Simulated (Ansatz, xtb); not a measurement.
Pulling on the H–H spacing in H8 chain (multiplicity 1 held). Energies count from the point at 0.900 Å.
Geometry at that point (charge 0, multiplicity 1):
```xyz
8

H      0.000     0.000     0.000
H      0.000     0.000     0.900
H      0.000     0.000     1.800
H      0.000     0.000     2.700
H      0.000     0.000     3.600
H      0.000     0.000     4.500
H      0.000     0.000     5.400
H      0.000     0.000     6.300
```

```tsv
level	energy at R = 3.600 Å (kJ/mol)	cost
GFN2-xTB	1696.5	-
R-HF/cc-pVDZ	2948.7	-
U-HF/cc-pVDZ	824.5	-
R-MP2/cc-pVDZ	1847.3	-
U-MP2/cc-pVDZ	1191.5	-
R-SCS-MP2/cc-pVDZ	1601.0	-
U-SCS-MP2/cc-pVDZ	1231.6	-
U-CCSD/cc-pVDZ	1284.9	-
U-CCSD(T)/cc-pVDZ	1293.9	-
CASSCF(8,8)/cc-pVDZ	1076.1	-
SC-NEVPT2 on CASSCF(8,8)/cc-pVDZ	1235.5	-
FIC-NEVPT4(SD) on CASSCF(8,8)/cc-pVDZ	1288.2	×1
FIC-MRCISD on CASSCF(8,8)/cc-pVDZ	1288.0	-
FIC-MRCISD+Q on CASSCF(8,8)/cc-pVDZ	1294.7	×1
```

The rows run from 824.5 (U-HF/cc-pVDZ) to 2948.7 kJ/mol (R-HF/cc-pVDZ). In cc-pVDZ the value moves U-HF 824.5, U-MP2 1191.5, U-CCSD 1284.9, U-CCSD(T) 1293.9, a shift of 469.5 from U-HF to U-CCSD(T).

Restricted levels (R-, RO-) in cc, def2 and unpolarised 6-31G sets keep to the state of the molecule at rest. U- levels take the lowest unrestricted solution at each point, which mixes spins at long bonds. Active spaces are followed from rest. Levels need not reach the same state.

Doubts at one or more of the structures used: a restricted determinant that unrestricted orbitals would lower (R-HF/cc-pVDZ, R-MP2/cc-pVDZ, R-SCS-MP2/cc-pVDZ); a spin-contaminated determinant (U-HF/cc-pVDZ, U-MP2/cc-pVDZ, U-SCS-MP2/cc-pVDZ, U-CCSD/cc-pVDZ, U-CCSD(T)/cc-pVDZ).

Codes used: Ansatz (a first-principles code) with Gaussian orbitals; xtb for the GFN methods. Values without a source in brackets are computed. The GFN methods have no spin term and hold the electronic entropy of 300 K.

Costs are rough ratios of core time to FIC-NEVPT4(SD) on CASSCF(8,8)/cc-pVDZ (about 9 s over the structures, on one shared machine); a dash marks a level with no comparable run of its own.
